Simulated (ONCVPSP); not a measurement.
# Scattering properties, ONCV potential for Ir

iridium (Ir), optimised norm-conserving Vanderbilt (ONCV), made with ONCVPSP 4.0.1 (PBE, scalar-relativistic). Core [Kr] 4d10 4f14, reference 5s2 5p6 5d7 6s0.5 (charge +1.5). Waves: 5s+6s: rc 1.35 bohr, ncon 4, nbas 8, qcut 8.5 1/bohr, 2 projectors; 5p: rc 1.25 bohr, ncon 5, nbas 8, qcut 6.6 1/bohr, 1 projector; 5d: rc 1.25 bohr, ncon 4, nbas 7, qcut 8.3 1/bohr, local. Local part: the d channel. Core correction: none.

The phase is arctan(r·R′/R) of the radial function R(r), unwrapped; energies in Ha, scanned from -6 to 5 Ha. A pole is an energy at which the radial function vanishes at the test radius. The pseudo phase is shifted by a multiple of π to meet the all-electron one at the reference energy, and phase errors are pseudo minus all-electron; the curves can meet again beyond the range given. Levels narrower than the energy grid can be missing from the lists of poles.

Q: For each channel, where are the poles, and over which energies does the pseudopotential scatter like the atom?

A:

```tsv
channel	radius (bohr)	reference energy (Ha)	poles, all-electron	poles, pseudo	unbroken range about the reference energy with phases within 0.05 rad	phase error 1 Ha above the reference energy (rad)
s	1.37	-0.64	-2.72	-2.72	the whole range	-0.000
p	1.27	-2.48	0.67	1.93	-3.4 to 0.8	+0.011
d	1.27	-0.73	4.28	3.98	the whole range	-0.002
```

Note: ghosts flagged at negative energy: p at -327.9 eV; no localised positive-energy state flagged. A true bound ghost makes a file unfit for plane-wave use.

Phases in the p channel:

```json
{"E (Ha)": "-5.96", "all-electron": "0.967", "pseudo": "1.114"}
{"E (Ha)": "-5.68", "all-electron": "0.901", "pseudo": "1.060"}
{"E (Ha)": "-5.40", "all-electron": "0.818", "pseudo": "0.991"}
{"E (Ha)": "-5.12", "all-electron": "0.710", "pseudo": "0.900"}
{"E (Ha)": "-4.84", "all-electron": "0.567", "pseudo": "0.775"}
{"E (Ha)": "-4.56", "all-electron": "0.379", "pseudo": "0.601"}
{"E (Ha)": "-4.28", "all-electron": "0.141", "pseudo": "0.358"}
{"E (Ha)": "-4.00", "all-electron": "-0.136", "pseudo": "0.044"}
{"E (Ha)": "-3.72", "all-electron": "-0.416", "pseudo": "-0.300"}
{"E (Ha)": "-3.44", "all-electron": "-0.660", "pseudo": "-0.603"}
{"E (Ha)": "-3.16", "all-electron": "-0.855", "pseudo": "-0.833"}
{"E (Ha)": "-2.88", "all-electron": "-1.003", "pseudo": "-0.998"}
{"E (Ha)": "-2.60", "all-electron": "-1.116", "pseudo": "-1.116"}
{"E (Ha)": "-2.32", "all-electron": "-1.203", "pseudo": "-1.203"}
{"E (Ha)": "-2.04", "all-electron": "-1.272", "pseudo": "-1.268"}
{"E (Ha)": "-1.76", "all-electron": "-1.327", "pseudo": "-1.320"}
{"E (Ha)": "-1.48", "all-electron": "-1.373", "pseudo": "-1.361"}
{"E (Ha)": "-1.20", "all-electron": "-1.411", "pseudo": "-1.395"}
{"E (Ha)": "-0.92", "all-electron": "-1.443", "pseudo": "-1.423"}
{"E (Ha)": "-0.64", "all-electron": "-1.472", "pseudo": "-1.447"}
{"E (Ha)": "-0.36", "all-electron": "-1.497", "pseudo": "-1.467"}
{"E (Ha)": "-0.08", "all-electron": "-1.519", "pseudo": "-1.485"}
{"E (Ha)": "0.20", "all-electron": "-1.540", "pseudo": "-1.501"}
{"E (Ha)": "0.48", "all-electron": "-1.559", "pseudo": "-1.515"}
{"E (Ha)": "0.76", "all-electron": "-1.577", "pseudo": "-1.528"}
{"E (Ha)": "1.04", "all-electron": "-1.593", "pseudo": "-1.540"}
{"E (Ha)": "1.32", "all-electron": "-1.609", "pseudo": "-1.550"}
{"E (Ha)": "1.60", "all-electron": "-1.625", "pseudo": "-1.560"}
{"E (Ha)": "1.88", "all-electron": "-1.640", "pseudo": "-1.569"}
{"E (Ha)": "2.16", "all-electron": "-1.655", "pseudo": "-1.578"}
{"E (Ha)": "2.44", "all-electron": "-1.670", "pseudo": "-1.586"}
{"E (Ha)": "2.72", "all-electron": "-1.685", "pseudo": "-1.594"}
{"E (Ha)": "3.00", "all-electron": "-1.701", "pseudo": "-1.601"}
{"E (Ha)": "3.28", "all-electron": "-1.718", "pseudo": "-1.608"}
{"E (Ha)": "3.56", "all-electron": "-1.735", "pseudo": "-1.614"}
{"E (Ha)": "3.84", "all-electron": "-1.753", "pseudo": "-1.621"}
{"E (Ha)": "4.12", "all-electron": "-1.773", "pseudo": "-1.627"}
{"E (Ha)": "4.40", "all-electron": "-1.795", "pseudo": "-1.633"}
{"E (Ha)": "4.68", "all-electron": "-1.819", "pseudo": "-1.639"}
{"E (Ha)": "4.96", "all-electron": "-1.846", "pseudo": "-1.645"}
```
